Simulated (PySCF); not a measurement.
C₄H₇FSe.
Cartesian coordinates in Å at the PBE0-D3(BJ)/def2-SVP level; atoms count from 1:
```
atom  x, y, z in Å
C1     2.2759    0.2977    0.1970
Se2    0.8888   -0.9643    0.6731
C3    -0.5923   -0.2089   -0.2490
C4    -1.8716   -0.9633   -0.0660
C5    -0.5031    0.8936   -0.9982
F6    -1.5704    1.3986   -1.6301
H7     2.4549    0.2962   -0.8871
H8     3.1854   -0.0386    0.7123
H9     2.0193    1.3084    0.5435
H10   -2.6893   -0.4629   -0.6010
H11   -1.7820   -1.9921   -0.4510
H12   -2.1415   -1.0329    0.9999
H13    0.3979    1.4829   -1.1745
```

The closed-shell ground state was solved at several levels (PySCF, density fitting, gas phase). Relativistic effects, spin–orbit coupling among them, are left out although an element past zinc is present.

| level | basis functions | HOMO (eV) | LUMO (eV) | gap (eV) | dipole (D) |
| --- | --- | --- | --- | --- | --- |
| LDA/def2-SVPD | 200 | -5.08 | -1.07 | 4.01 | 1.32 |
| PBE/def2-SVPD | 200 | -4.93 | -0.90 | 4.03 | 1.28 |
| HF/def2-SVPD | 200 | -8.43 | 2.00 | 10.43 | 1.49 |
| B3LYP/def2-SVPD | 200 | -5.83 | -0.34 | 5.49 | 1.37 |
| PBE0/aug-cc-pVDZ | 214 | -5.99 | -0.30 | 5.69 | 1.31 |
| PBE0/def2-SVPD | 200 | -6.02 | -0.09 | 5.93 | 1.34 |

Question: What might BHandHLYP/def2-SVPD (200 basis functions) give for the same quantities?

Answer: HOMO -6.99 eV, LUMO 0.57 eV, gap 7.56 eV, dipole 1.44 D.

Question: Over all these levels, which gives the widest orbital gap and which the narrowest?

Answer: HF/def2-SVPD (Hartree–Fock, all exact exchange) has the widest, 10.43 eV, and LDA/def2-SVPD (LDA) the narrowest, 4.01 eV. The two share the basis. From the narrowest to the widest the HOMO moves by -3.35 eV and the LUMO by +3.07 eV.

Question: In the def2-SVPD basis, how does the gap go with the fixed share of exact exchange?

Answer: LDA (0 %) 4.01 eV; PBE (0 %) 4.03 eV; B3LYP (20 %) 5.49 eV; PBE0 (25 %) 5.93 eV; BHandHLYP (50 %) 7.56 eV; HF (100 %) 10.43 eV. Each rise in the share widens the gap here.

Question: How far do the dipole and the HOMO energy spread over the levels?

Answer: The dipole runs from 1.28 to 1.49 D (mean 1.36 D) and the HOMO from -8.43 to -4.93 eV.

One conformer stands for the species.
